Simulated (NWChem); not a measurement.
# SiH₃O₃Cl; SMILES O[Si](O)(Cl)O

```xyz
8

O     -0.0368     1.5450    -0.9759
Si     0.0000     0.0000    -0.4360
O      1.3564    -0.7407    -0.9759
O     -1.3196    -0.8043    -0.9759
Cl     0.0000     0.0000     1.6353
H     -0.7650     2.1003    -0.6831
H      2.2014    -0.3877    -0.6831
H     -1.4364    -1.7127    -0.6831
```
Atoms are numbered in this order, from 1.

Program: NWChem. Geometry optimised at PBE0/def2-SVP; all other runs use it. 

| quantity | level | value |
|---|---|---|
| −ε(HOMO) (eV) | B3LYP/def2-SVP | 8.51 |
| isotropic polarisability (bohr³), static | B3LYP/def2-SVPD | 49.7 |
| vertical, lowest state with f > 0.02, singlet (eV) | B3LYP/def2-SVPD, TDA | 7.36 |
| dipole in solution (D) in water | PBE0/def2-SVP, SMD | 0.85 |
| dipole (D) | PBE0/def2-SVP | 0.57 |
| highest harmonic frequency (cm⁻¹) | PBE0/def2-SVP | 3944 |
